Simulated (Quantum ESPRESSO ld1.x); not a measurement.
Results of a calculation; reference values are marked as such.
All-electron atom: Ga2+ in [Ar] 3d10 4s1 (the NIST ground configuration).

Level of theory: non-relativistic Kohn-Sham, LDA (Slater exchange, VWN5 correlation), spin-unpolarised, spherical densities, point nucleus (ld1.x of Quantum ESPRESSO 7.5).

Energy parts (eV):
total: -52269.06
kinetic: 52217.11
electron-nucleus: -124625.66
Hartree: 22083.38
exchange-correlation: -1943.91

Orbitals (lengths in bohr, moments of r in powers of bohr; r(max) is where P^2 peaks; r(90%) holds 90 % of the orbital's charge):
| orbital | occ. | eigenvalue (eV) | <r^4> | r(max) | r(90%) |
|---|---|---|---|---|---|
| 1s | 2 | -10093.4 | 0.00002739 | 0.03266 | 0.0881 |
| 2s | 2 | -1250.20 | 0.005814 | 0.1861 | 0.343 |
| 2p | 6 | -1111.25 | 0.004120 | 0.1479 | 0.314 |
| 3s | 2 | -162.972 | 0.4214 | 0.5742 | 0.995 |
| 3p | 6 | -117.879 | 0.5370 | 0.5707 | 1.06 |
| 3d | 10 | -40.2332 | 1.677 | 0.5298 | 1.36 |
| 4s | 1 | -26.0242 | 38.62 | 1.801 | 3.09 |

The highest occupied level is 4s at -26.024 eV. Summed over all electrons, <r^2> = 17.87 bohr^2, which gives a Langevin (diamagnetic) susceptibility term of -14.2 x 10^-6 cm^3/mol. The density falls to 0.001 e/bohr^3 at r = 3.31 bohr. For comparison, the ionisation energy in NIST's Atomic Spectra Database is 30.726 eV (measured). In exact Kohn-Sham theory the highest level is minus the ionisation energy, but local and semilocal functionals leave it too shallow, through self-interaction and a potential that decays too fast; potentials with the right tail come closer. Virial ratio -V/T = 2.00099.

Beside tabulated values, note that spin-unpolarised runs miss the spin-polarisation part of the exchange energy of open shells.
